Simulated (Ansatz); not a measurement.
Start from `CC(F)OC(F)F` and change one atom or group to get `FC(F)OC(F)F`.

Ansatz, PBE0-D4/def2-TZVP geometries, multiplicity 1. Each molecule was computed in one conformer, which needn't be the lowest.

```
                                          property  `CC(F)OC(F)F`
size of the dipole moment (ωB97M-V/def2-TZVPP) / D           1.82
                LUMO energy (PBE0/def2-TZVPP) / eV           1.53
              HOMO–LUMO gap (PBE0/def2-TZVPP) / eV          11.28
               LUMO energy (B3LYP/def2-TZVPP) / eV           1.16
                HOMO energy (PBE0/def2-TZVPP) / eV          -9.75
             HOMO energy (ωB97M-V/def2-TZVPP) / eV         -12.18
```

(1) Give the same properties after the change, and the shifts. (An estimate is asked.)

Answers

(1) The calculation gave: 
| property | `FC(F)OC(F)F` | shift |
| --- | --- | --- |
| size of the dipole moment (ωB97M-V/def2-TZVPP) / D | 2.76 | 0.94 |
| LUMO energy (PBE0/def2-TZVPP) / eV | 1.09 | -0.44 |
| HOMO–LUMO gap (PBE0/def2-TZVPP) / eV | 11.57 | 0.29 |
| LUMO energy (B3LYP/def2-TZVPP) / eV | 0.69 | -0.47 |
| HOMO energy (PBE0/def2-TZVPP) / eV | -10.48 | -0.73 |
| HOMO energy (ωB97M-V/def2-TZVPP) / eV | -12.94 | -0.76 |

With PBE0 the HOMO falls by 0.73 eV and the LUMO falls by 0.44 eV, so the gap widens by about 0.29 eV. PBE moves the HOMO by -0.64 eV and ωB97M-V by -0.76 eV. Dipoles are sizes alone; their direction can turn.

B3LYP here is the variant with VWN-RPA as its local correlation; programs differ in this.
